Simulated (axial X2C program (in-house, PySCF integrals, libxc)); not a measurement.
Bond lengths and stretching modes, held linear, of NCuO²⁺

Calculated with an in-house all-electron X2C program for linear molecules (integrals from PySCF): two-component X2C with atomic mean-field Coulomb and Gaunt terms, Gaussian nuclei, basis N dyall-av3z, Cu dyall-v3z, O dyall-av3z with contracted cores. Spin-free rows use the one-electron spin-free X2C Hamiltonian.

Masses N 14.003, Cu 62.930, O 15.995 u. States: 2c Ω = 2 (beyond evenly filled blocks: 2 × ω = -1/2, 2 × ω = 3/2); spin-free M_S = 2, Λ = 0 (beyond evenly filled blocks: 2 × π+α, 2 × π-α).

r2SCAN, 2c: energies above the lowest point

```json
{"r(N–Cu) (Å)": "1.9393", "r(Cu–O) (Å)": "1.9412", "E (meV)": "0.62"}
{"r(N–Cu) (Å)": "1.9393", "r(Cu–O) (Å)": "1.9910", "E (meV)": "5.39"}
{"r(N–Cu) (Å)": "1.9393", "r(Cu–O) (Å)": "2.0408", "E (meV)": "24.24"}
{"r(N–Cu) (Å)": "1.9890", "r(Cu–O) (Å)": "1.9412", "E (meV)": "0.00"}
{"r(N–Cu) (Å)": "1.9890", "r(Cu–O) (Å)": "1.9910", "E (meV)": "6.15"}
{"r(N–Cu) (Å)": "1.9890", "r(Cu–O) (Å)": "2.0408", "E (meV)": "26.08"}
{"r(N–Cu) (Å)": "1.9890", "r(Cu–O) (Å)": "2.0906", "E (meV)": "56.75"}
{"r(N–Cu) (Å)": "2.0387", "r(Cu–O) (Å)": "1.9412", "E (meV)": "12.56"}
{"r(N–Cu) (Å)": "2.0387", "r(Cu–O) (Å)": "1.9910", "E (meV)": "19.82"}
{"r(N–Cu) (Å)": "2.0387", "r(Cu–O) (Å)": "2.0408", "E (meV)": "40.62"}
{"r(N–Cu) (Å)": "2.0885", "r(Cu–O) (Å)": "1.9910", "E (meV)": "42.71"}
{"r(N–Cu) (Å)": "2.0885", "r(Cu–O) (Å)": "2.0906", "E (meV)": "96.02"}
```

Problem. Fit a quadratic surface with cubic terms in each bond: where is the minimum, and what are the two stretching wavenumbers?

Solution. At r2SCAN, 2c: bonds 1.964 and 1.948 Å; harmonic stretches 345.9 and 396.8 cm⁻¹; force constants 0.949, 1.05 and coupling 0.06 mdyn/Å.

The other levels and Hamiltonians give:

```
Hamiltonian   level  r(N–Cu) (Å)  r(Cu–O) (Å)  lower stretch (cm⁻¹)  upper stretch (cm⁻¹)
         2c    PBE0        1.987        1.990                 355.4                 420.7
         2c      HF        2.073        2.055                 352.4                 425.3
         2c     MP2        1.990        1.990                 386.0                 465.6
  spin-free    PBE0        1.986        1.989                 355.8                 421.1
  spin-free      HF        2.069        2.052                 357.1                 428.0
  spin-free  r2SCAN        1.963        1.947                 346.1                 397.2
  spin-free     MP2        1.987        1.987                 388.7                 466.3
```

Each state is one determinant, the lowest of a limited PBE0 search; the stretches come from a fit to these few points and carry an uncertainty of a few per cent. Other orders of the atoms were not compared. MP2 freezes inner shells (threshold -2 hartree). A multiply charged ion may be only metastable. The molecule was held linear; bending was not examined, so a bent shape may lie lower. Open-shell Ω = 0 determinants with evenly filled partner blocks cannot be reached by this program, so the Ω shown need not be the lowest component. Note: several unpaired electrons, one determinant need not be a pure state.
